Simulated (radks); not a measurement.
Problem. Isoelectronic series with 15 electrons, each ion in its NIST ground configuration. All-electron calculation, scalar-relativistic Kohn-Sham, PBE, spin-polarised, spherical densities, point nucleus; open shells are filled with parallel spins first (spin-orbit coupling, left out, can overturn this in heavy ions). Program: a radial shooting solver on a logarithmic mesh with Libxc functionals. Total energies (hartree) and orbital eigenvalues (eV) (* marks an orbital that is empty in some or all of the ions):

ion,configuration,E (hartree),3p down*,3p up,3s down
P,[Ne] 3s2 3p3,-341.97091,-3.7239,-6.2828,-12.0790
Ar3+,[Ne] 3s2 3p3,-526.14375,-47.0755,-51.6147,-62.6158
Sc6+,[Ne] 3s2 3p3,-752.27701,-120.1276,-126.4428,-143.0228
Cr9+,[Ne] 3s2 3p3,-1020.56246,-221.4407,-229.4722,-251.9780
Co12+,[Ne] 3s2 3p3,-1331.32284,-350.6767,-360.4000,-389.2772
Zn15+,[Ne] 3s2 3p3,-1684.96280,-507.7741,-519.1788,-555.0113
As18+,[Ne] 3s2 3p3,-2081.95842,-692.7852,-705.8677,-749.4084
Kr21+,[Ne] 3s2 3p3,-2522.85581,-905.8253,-920.5860,-972.7872
Mo27+,[Ne] 3s2 3p3,-3538.90347,-1416.659,-1434.787,-1508.126
Rh30+,[Ne] 3s2 3p3,-4115.52099,-1714.866,-1734.687,-1821.075
Sb36+,[Ne] 3s2 3p3,-5410.25020,-2398.110,-2421.341,-2540.539
Xe39+,[Ne] 3s2 3p3,-6130.36987,-2783.726,-2808.676,-2948.487
La42+,[Ne] 3s2 3p3,-6900.5107,-3199.100,-3225.782,-3389.679
Nd45+,[Ne] 3s2 3p3,-7721.9620,-3644.590,-3673.016,-3865.060
Eu48+,[Ne] 3s2 3p3,-8596.1496,-4120.579,-4150.762,-4375.689
Dy51+,[Ne] 3s2 3p3,-9524.6524,-4627.478,-4659.433,-4922.744
Tm54+,[Ne] 3s2 3p3,-10509.2217,-5165.728,-5199.470,-5507.546
Hf57+,[Ne] 3s2 3p3,-11551.8043,-5735.797,-5771.345,-6131.574
Re60+,[Ne] 3s2 3p3,-12654.5704,-6338.187,-6375.559,-6796.487
Pt63+,[Ne] 3s2 3p3,-13819.9483,-6973.429,-7012.647,-7504.160

Estimate the row of Cd33+ ([Ne] 3s2 3p3).

Solution. E (hartree) -4738.98551; 3p down* -2041.925; 3p up -2063.446; 3s down -2164.988.
